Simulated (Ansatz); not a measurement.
Geometry optimisation of Ba3⁺.

```yaml
crystal:
  periodic: [false, false, false]
  atoms:
    - {symbol: Ba, position_ang: [-2.168639, -1.267661, -0.381943]}
    - {symbol: Ba, position_ang: [1.939906, -0.862386, 1.395935]}
    - {symbol: Ba, position_ang: [0.228733, 2.130047, -1.013992]}
basis:
  gaussian: {orbitals: def2-TZVP}
total_charge: 1
magnetization: {spin_polarized: true, initial_magnetization: 3}
hamiltonian: {xc: r2scan}
scf: {lower_state_search: "off"}
output: {orbitals: {seedname: orbitals}}
relax: {f_tol: 0.02, max_steps: 100}
```

```sh
$ ansatz run in.yaml --threads 4 --pin off --events-out ev --progress --plain --max-ram 3916MiB
```

It prints (some lines left out):

```
Functional definition: r2SCAN
mean field -2075.11299625 eV, -76.2589960503 hartree, gradient 5.4e-6 eV, S^2 3.911818; 0 other end points of the search recorded, 0 dependent functions left out
relax step   1: F+E_penalty+E_count = -2075.11299625 eV  Δ(F+E_penalty+E_count) = +0.000e0 eV  max|allowed force component| = 2.066e-1 eV/Å  Δτ_max = 0.0000 Å  (27 SCF iters, accepted)
mean field -2075.12528132 eV, -76.2594475180 hartree, gradient 2.1e-6 eV, S^2 3.919478; 0 other end points of the search recorded, 0 dependent functions left out
relax step   2: F+E_penalty+E_count = -2075.12528132 eV  Δ(F+E_penalty+E_count) = -1.229e-2 eV  max|allowed force component| = 1.638e-1 eV/Å  Δτ_max = 0.0313 Å  (35 SCF iters, accepted)
mean field -2075.14259593 eV, -76.2600838181 hartree, gradient 2.5e-6 eV, S^2 3.943037; 0 other end points of the search recorded, 0 dependent functions left out
relax step   3: F+E_penalty+E_count = -2075.14259593 eV  Δ(F+E_penalty+E_count) = -1.731e-2 eV  max|allowed force component| = 7.281e-2 eV/Å  Δτ_max = 0.1555 Å  (36 SCF iters, accepted)
mean field -2075.14590450 eV, -76.2602054061 hartree, gradient 2.0e-6 eV, S^2 3.940823; 0 other end points of the search recorded, 0 dependent functions left out
relax step   4: F+E_penalty+E_count = -2075.14590450 eV  Δ(F+E_penalty+E_count) = -3.309e-3 eV  max|allowed force component| = 1.112e-2 eV/Å  Δτ_max = 0.0362 Å  (33 SCF iters, accepted)
Total energy: -2075.14597846 eV, -76.2602081239 hartree
Atom 0 at    -2.037270    -1.283182    -0.310056 Å, force    -0.011116    -0.001802    -0.004438 eV/Å
Atom 1 at     1.802379    -0.904476     1.351487 Å, force     0.010962     0.000376     0.005116 eV/Å
Atom 2 at     0.234891     2.187658    -1.041431 Å, force     0.000153     0.001426    -0.000679 eV/Å
Dipole moment:     0.000338     0.003143    -0.001496 e Å
Checks for a lower state left out: stability, starts, cluster_reference, orbital_swaps, neighbouring_geometries, increment
```

Hardware: 4 threads of Intel Xeon on a shared host. Wall time 28 s.

In the def2 sets Ba takes a core potential; there is no spin–orbit coupling. The charge 1 quartet is spin-contaminated (final ⟨S²⟩ up to 3.94, 3.75 for a pure state). The structure comes from a short search, and lower isomers may exist.
